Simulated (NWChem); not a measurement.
Isomers of CH$_{3}$FO$_{2}$Si, each optimised at PBE0/def2-SVP with NWChem, gas phase unless a solvent is named. Flexible species stand in one conformer each, which need not be the lowest.  Relative energies count from the lowest isomer at each level and are electronic, without zero-point energy, on those geometries.

A: F[Si@@H](C=O)O
B: F[SiH]1OCO1
C: O=C(O)[SiH2]F
D: O=CO[SiH2]F

```json
[
 {"quantity": "relative energy, PW6B95/def2-TZVP (kcal/mol)", "A": "(withheld)", "B": "0.0", "C": "34.3", "D": "7.9"},
 {"quantity": "dipole (D), PBE0/def2-SVP", "A": "(withheld)", "B": "1.18", "C": "0.55", "D": "0.45"},
 {"quantity": "highest harmonic frequency (cm⁻¹), PBE0/def2-SVP", "A": "(withheld)", "B": "3124", "C": "3734", "D": "3085"},
 {"quantity": "SMD solvation free energy in water, PBE0/def2-SVP (kcal/mol)", "A": "(withheld)", "B": "-3.9", "C": "-4.1", "D": "-1.2"}
]
```

Q: What belongs in the gaps?

A: 
- relative energy, PW6B95/def2-TZVP (kcal/mol), A: 18.6
- dipole (D), PBE0/def2-SVP, A: 1.72
- highest harmonic frequency (cm⁻¹), PBE0/def2-SVP, A: 3809
- SMD solvation free energy in water, PBE0/def2-SVP (kcal/mol), A: -3.7
